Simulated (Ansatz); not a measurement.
Ligand exchange through a proton shuttle

Start structure (BNH$_{6}$ClF, singlet), relaxed at PBE0-D4/def2-TZVP:

B1  (-0.485, -0.334, -0.899)
Cl2  (0.497, 1.185, -1.441)
H3  (-1.593, -0.284, -1.359)
H4  (0.137, -1.335, -1.129)
H5  (0.330, -0.126, 1.119)
N6  (-0.602, -0.200, 0.700)
H7  (1.818, 0.884, 0.051)
F8  (2.099, 0.589, 0.911)
H9  (-1.076, -1.012, 1.085)
H10  (-1.126, 0.631, 0.962)
(Å)

The step: BH₂Cl ([BH2][Cl]) + NH₃ + HF → BNH₄ ([BH2][NH2]) + HCl + HF; bonds formed: Cl2–H7, H5–F8; dative contacts that become bonds: B1–N6; bonds broken: B1–Cl2, H5–N6, H7–F8. Program: Ansatz 0.2.0. Basis: def2-TZVPP and def2-QZVPP. Cores are frozen in the correlated methods. Extrapolation: Hartree–Fock as exp(−7.88 √X), correlation as X^−2.97. Energies below are by CCSD(T) at an estimated basis limit (MP2 extrapolated from triple and quadruple zeta, plus CCSD(T) − MP2 in triple zeta).

(1) What are the electronic barrier and the energy of the step, from the start structure to the end structure? (To be estimated.)

T1 diagnostic: at most 0.011.

## Answers

(1) Computed: Barrier 29.23 kcal/mol; step energy 20.24 kcal/mol (uphill); reverse barrier, their difference, 8.99 kcal/mol. Barrier and step energy count from the start structure, the reverse barrier from the end structure.

The saddle point: One imaginary mode of 364i cm⁻¹.
| pair | start (Å) | saddle (Å) | end (Å) |
| --- | --- | --- | --- |
| B1–N6 | 1.61 | 1.49 | 1.41 |
| Cl2–H7 | 2.01 | 1.36 | 1.29 |
| H5–F8 | 1.92 | 1.06 | 0.95 |
| B1–Cl2 | 1.89 | 2.38 | 3.72 |
| H5–N6 | 1.02 | 1.40 | 1.78 |
| H7–F8 | 0.95 | 1.45 | 1.88 |

Zero-point energy (harmonic, PBE0-D4): ZPE is 48.10 kcal/mol at the start and 43.51 kcal/mol at the saddle, so the barrier goes from 29.23 to 24.64 kcal/mol.

First-order rate constant out of the start structure at 498 K by transition-state theory, with harmonic vibrational free energies alone and no tunnelling: ΔA‡ = 25.40 kcal/mol, so k = (kB T/h) exp(−ΔA‡/kB T) ≈ 10^2 s⁻¹ (an order of magnitude at best: rotation, the number of equivalent paths and anharmonicity are left out).

Labels in which every atom is bracketed show which atoms are joined, not bond orders.

For scale, one of the runs: CCSD(T)/def2-TZVPP, 219 basis functions, launched by `ansatz run in.yaml --threads 4 --pin off --events-out ev --progress --plain --max-ram 9574MiB`. Hardware: 4 CPU threads of an Arm Neoverse V1, shared host. Wall time 89 s; peak host memory 3.5 GiB.
